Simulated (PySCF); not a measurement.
Geometries of 2 isomers of C3H8Si2, from PBE0-D3(BJ)/def2-SVP geometry optimisation, gas phase in PySCF. One conformer each, no zero-point energy, no frequencies.

Problem. Which is lower in electronic energy at this level?
A.
```xyz
13
angstrom
C      2.580    0.606    0.050
Si     1.342   -0.127    1.252
C     -0.323   -0.216    0.470
C     -1.422   -0.272   -0.067
Si    -3.071   -0.353   -0.866
H      3.577    0.661    0.514
H      2.278    1.621   -0.248
H      2.652   -0.014   -0.856
H      1.741   -1.511    1.648
H      1.231    0.708    2.485
H     -4.055   -0.956    0.079
H     -3.515    1.023   -1.232
H     -2.987   -1.190   -2.098
```
B.
```xyz
13
angstrom
C      2.940    0.772   -0.121
C      1.677    0.100    0.117
C      0.617   -0.467    0.324
Si    -1.015   -1.243    0.587
Si    -2.665    0.250   -0.157
H      3.248    1.354    0.762
H      2.866    1.464   -0.974
H      3.738    0.046   -0.342
H     -1.101   -2.530   -0.169
H     -1.214   -1.540    2.040
H     -4.031   -0.327    0.041
H     -2.567    1.530    0.610
H     -2.471    0.540   -1.610
```

Solution. A. That is `C[SiH2]C#C[SiH3]`, 6.5 kcal/mol below the other.

```csv
SMILES,atoms numbered as above,E (Eh),relative (kcal/mol),relative (kJ/mol),dipole (D)
C[SiH2]C#C[SiH3],[CH3:1][SiH2:2][C:3]#[C:4][SiH3:5],-697.41234,0.0,0.0,0.91
CC#C[SiH2][SiH3],[CH3:1][C:2]#[C:3][SiH2:4][SiH3:5],-697.40199,6.5,27.2,1.66
```

As drawn, the higher has an Si–Si bond, which the lower lacks.
